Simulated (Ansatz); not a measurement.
`COC(O)[SeH]`, relaxed with RKS PBE-D4/def2-SVP in Ansatz from a rough embedded geometry. The force threshold is 0.03 eV/Å; the program also tests the step.

The species carries charge 0 and has multiplicity 1.

Start:

```xyz
11

C     1.400    0.674    0.402
O     0.060    0.674    0.601
C    -0.496   -0.442   -0.023
O    -0.664   -0.331   -1.395
Se   -2.292   -0.750    0.744
H     1.693    0.692   -0.733
H     1.947   -0.180    0.872
H     1.851    1.594    0.783
H     0.120   -1.416    0.225
H    -0.888   -1.144   -1.762
H    -2.730    0.629    0.286
```

(1) How much energy does the relaxation release, and in how many steps? (Estimate.)

(2) Which bonds change most? (Best estimate.)

(3) Give the relaxed structure. (An estimate is asked.)

Answers

(1) The calculation gave: 0.45 eV, in 8 steps, 1 of them rejected.

(2) The calculation gave: C1–O2 from 1.355 to 1.423 Å; C1–H6 from 1.173 to 1.111 Å; O4–H10 from 0.920 to 0.976 Å; C3–H9 from 1.179 to 1.125 Å.

(3) Ansatz gave: 
```xyz
11

C     1.478    0.704    0.344
O     0.079    0.605    0.592
C    -0.503   -0.503    0.014
O    -0.503   -0.348   -1.374
Se   -2.359   -0.722    0.756
H     1.697    0.793   -0.741
H     2.023   -0.182    0.748
H     1.833    1.612    0.867
H     0.013   -1.451    0.329
H    -0.987   -1.107   -1.752
H    -2.772    0.599    0.217
```
